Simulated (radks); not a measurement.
Isoelectronic series with 10 electrons, each ion in its NIST ground configuration. Method: Dirac Kohn-Sham, PBE, spin-unpolarised, spherical densities, finite nucleus; Fermi nuclear charge, rms radius of each element as measured or else 0.836 A^(1/3) + 0.57 fm; computed with a radial shooting solver on a logarithmic mesh with Libxc functionals. Total energies (hartree) and mean radii <r> (bohr):

ion    configuration  E (hartree)   2p3/2   2p1/2   2s1/2    1s1/2
Ne              [Ne]   -129.01345  0.9826  0.9795  0.8969   0.1579
Al3+            [Ne]   -240.72130  0.5981  0.5959  0.6229   0.1202
S6+             [Ne]   -388.89446  0.4363  0.4341  0.4742  0.09684
K9+             [Ne]   -573.66437  0.3444  0.3421  0.3822  0.08100
Ti12+           [Ne]   -795.26103  0.2847  0.2822  0.3198  0.06954
Mn15+           [Ne]  -1053.97828  0.2428  0.2400  0.2746  0.06086
Ni18+           [Ne]  -1350.16822  0.2116  0.2085  0.2404  0.05405
Ga21+           [Ne]  -1684.24055  0.1875  0.1842  0.2136  0.04856
Se24+           [Ne]  -2056.66697  0.1683  0.1647  0.1919  0.04405
Rb27+           [Ne]  -2467.98313  0.1526  0.1488  0.1740  0.04026
Zr30+           [Ne]  -2918.79204  0.1396  0.1355  0.1590  0.03703
